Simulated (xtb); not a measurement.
TeFBr, SMILES F[Te]Br. All values are semi-empirical tight-binding results from xtb (GFN2-xTB unless named), good for trends rather than for accurate numbers. Coordinates come from a GFN2-xTB optimisation.

Optimised geometry:

Bond lengths (Å): Te1–F2 1.988, Te1–Br3 2.443. Bond angles (°): F2–Te1–Br3 93.9.

```yaml
point_group_as_xtb_finds_it: Cs
orbital_gap: 2.92 eV
zero_point_energy: 1.3 kcal/mol
G − E(el) at 298.15 K (modified RRHO): -17.8 kcal/mol
static polarisability (D4 model): 63.2 bohr³
solvation energy, GFN2-xTB/ALPB(water): -2.0 kcal/mol
solvation energy, GFN2-xTB/ALPB(hexane): -3.6 kcal/mol
```

Computed atomic charges and the Wiberg bond orders between heavy atoms:
charges (e) Te1 0.23, F2 -0.23, Br3 0.00. Bond orders Te1–F2 1.17, Te1–Br3 1.35.
